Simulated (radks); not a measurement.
Problem. Se XVII, configuration [Ar] (the NIST ground configuration). Method: Dirac Kohn-Sham, BLYP, spin-unpolarised, spherical densities, finite nucleus; Fermi nuclear charge, rms radius 4.14 fm; computed with a radial shooting solver on a logarithmic mesh with Libxc functionals.

Spin-orbit splittings of the eigenvalues, e(l+1/2) - e(l-1/2), with zeta = 2 splitting/(2l+1) and mean radii in bohr:

shell  occ.  splitting (eV)  zeta (eV)  <r> j=l-1/2  <r> j=l+1/2
2p        6           42.04      28.03       0.1675       0.1712
3p        6               ?          ?       0.4993       0.5058

Estimate the 3p splitting.

Solution. 8.326 eV (zeta = 5.550 eV).
